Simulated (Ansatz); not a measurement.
Computed with Ansatz on PBE0-D4/def2-TZVP structures; ΔE is electronic, products minus reactants. CCSD(T)/CBS adds triple-zeta CCSD(T) − MP2 to the extrapolated MP2 energy (def2 sets, frozen cores). This one scheme is used for every species. DFT in def2-TZVPP. HSE06 is defined as in plane-wave codes. One conformer a species, not always the lowest.

Consider the ligand exchange at the Si–N bond: `F[SiH2]N[SiH](F)F` + `BN` → `BN[SiH](F)F` + `N[SiH2]F`.

`F[SiH2]N[SiH](F)F`:

Z-matrix (Å, degrees):
```
Si
N 1 1.716
F 1 1.597 2 111.7
H 1 1.478 2 109.4 3 -117.5
H 1 1.477 2 108.1 3 117.9
Si 2 1.699 1 128.3 3 -96.3
H 2 1.013 1 115.6 3 80.9
F 6 1.585 2 110.8 1 123.8
F 6 1.586 2 110.9 1 -120.3
H 6 1.468 2 110.4 1 1.4
```

`BN`:

```xyz
6

B     0.598    0.282    0.170
N    -0.615   -0.290   -0.175
H     1.029    0.108    1.273
H     1.184    0.936   -0.643
H    -1.036   -0.185   -1.083
H    -1.160   -0.851    0.457
```

`BN[SiH](F)F`:

Cartesian coordinates in Å:
```
B 0.108 1.348 -0.777
N 0.440 0.013 -0.494
Si -0.271 -0.923 0.754
F -0.980 -2.200 0.141
F 0.859 -1.492 1.709
H 0.658 1.917 -1.673
H -0.725 1.887 -0.109
H 1.146 -0.423 -1.071
H -1.235 -0.129 1.520
```

`N[SiH2]F`:

Z-matrix (Å, degrees):
```
Si
F 1 1.605
N 1 1.696 2 114.6
H 1 1.479 2 105.8 3 -119.3
H 1 1.479 2 105.8 3 119.3
H 3 1.006 1 122.0 2 77.5
H 3 1.006 1 122.0 2 -77.5
```

```csv
level,ΔE (eV)
HSE06-D4,0.18
B2PLYP,0.16
PBE0,0.17
MP2/def2-TZVPP,0.17
```

Problem. What does CCSD(T)/CBS give? (Best estimate.)

Solution. Computed: +0.16 eV. The listed levels differ from it by 0.02, 0.00, 0.01, 0.01 eV.

Largest T1 diagnostic among the species: 0.012.

At CCSD(T), def2-SVP lies +0.05 eV from the extrapolated value and def2-TZVPP +0.01 eV. In def2-TZVPP, CCSD(T) changes the Hartree–Fock value by +0.04 eV (the triples alone add +0.01 eV) and MP2 by +0.03 eV. Leaving LDA and LC-ωPBE aside and taking each functional with its dispersion term where it has one, the values, not all of them listed here, spread over 0.02 eV, from B2PLYP to PBE-D4.
